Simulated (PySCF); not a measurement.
**Peak assignment**

Molfile (atoms numbered from 1):
```
C2H3F5OSi
     RDKit          3D

 12 11  0  0  0  0  0  0  0  0999 V2000
    1.8690    0.2267    0.9377 O   0  0  0  0  0  0  0  0  0  0  0  0
    1.1951   -0.8750   -0.0142 Si  0  0  0  0  0  4  0  0  0  0  0  0
   -0.4835   -0.1655   -0.7217 C   0  0  0  0  0  0  0  0  0  0  0  0
   -1.2843   -1.1509   -1.2090 F   0  0  0  0  0  0  0  0  0  0  0  0
   -0.2490    0.6754   -1.7737 F   0  0  0  0  0  0  0  0  0  0  0  0
   -1.2788    0.6203    0.3176 C   0  0  0  0  0  0  0  0  0  0  0  0
   -0.5876    1.7104    0.6918 F   0  0  0  0  0  0  0  0  0  0  0  0
   -2.4767    1.0347   -0.0869 F   0  0  0  0  0  0  0  0  0  0  0  0
   -1.4615   -0.1165    1.4205 F   0  0  0  0  0  0  0  0  0  0  0  0
    1.9758    1.1629    0.7773 H   0  0  0  0  0  0  0  0  0  0  0  0
    0.8412   -1.9687    0.8674 H   0  0  0  0  0  0  0  0  0  0  0  0
    1.9415   -1.1543   -1.2330 H   0  0  0  0  0  0  0  0  0  0  0  0
  1  2  1  0
  2  3  1  0
  3  4  1  0
  3  5  1  0
  3  6  1  0
  6  7  1  0
  6  8  1  0
  6  9  1  0
  1 10  1  0
  2 11  1  0
  2 12  1  0
M  END
```

Non-relativistic Hamiltonian, averaged over atoms made equivalent by symmetry, fast rotation or ring inversion, isolated molecule, single conformer. Shielding tensors at PBE0/pcSseg-1 (GIAO); geometry from GFN2-xTB; PySCF.

References, each an isolated molecule treated in the same way: TMS for ¹³C (σ = 186.93 ppm) and ¹H (σ = 31.72 ppm).

Question: Assign these signals to the numbered atoms. ¹³C{¹H} NMR (computed): δ 130.2, 124.8.

Answer: 
| δ (ppm) | atoms | environment | reason |
| --- | --- | --- | --- |
| 130.2 | C6 | CF3 carbon | 3 electronegative neighbours deshield it |
| 124.8 | C3 | fully substituted sp3 carbon bonded to 2 F and Si | 2 electronegative neighbours deshield it |

Question: Assign these signals to the numbered atoms. ¹H NMR (400 MHz, computed): δ 4.99 (m, 2H), 2.06 (br s, 1H).

Answer: 
| δ (ppm) | atoms | environment | reason |
| --- | --- | --- | --- |
| 4.99 | H11/H12 | hydrogen on a silicon bonded to C, O | – |
| 2.06 | H10 | hydrogen on an oxygen bonded to Si | exchangeable, gas-phase position |

OH and NH positions are those of a molecule without intermolecular hydrogen bonds; in solution they move with solvent, concentration and temperature, and exchange usually removes their couplings. Splittings by ¹⁹F in the carbon and heteronuclear signals aren't shown, as no couplings were computed. Shifts are as computed. Against solution values, carbons near 30 ppm lie about +3 ppm off and those near 130 ppm about +5 ppm. Of 1211 compounds with measured shifts, 218 miss one by over three times the rms of a fit or turn the order of signals round; such compounds aren't used in these exercises.
